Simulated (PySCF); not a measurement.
H₂O, charge +1, multiplicity 2. Atoms are numbered in the order given.

```xyz
3

O      0.0000     0.0000    -0.1159
H      0.0000     0.8204     0.4634
H      0.0000    -0.8204     0.4634
```
Charge +1, spin multiplicity 2.

The structure is a stationary point at PBE0-D3(BJ)/def2-TZVPD.

The numbers are results of PySCF with r2SCAN/def2-TZVPD, not measurements.

Mulliken values depend strongly on the basis, most of all with diffuse functions as here. ESP charges are fitted to the potential on shells at 1.4 to 2.0 van der Waals radii. Atomic charges (e):

| atom | ESP fit | Mulliken | Mulliken spin |
|---|---|---|---|
| O1 | 0.05 | 0.03 | 1.08 |
| H2 | 0.48 | 0.48 | -0.04 |
| H3 | 0.48 | 0.48 | -0.04 |
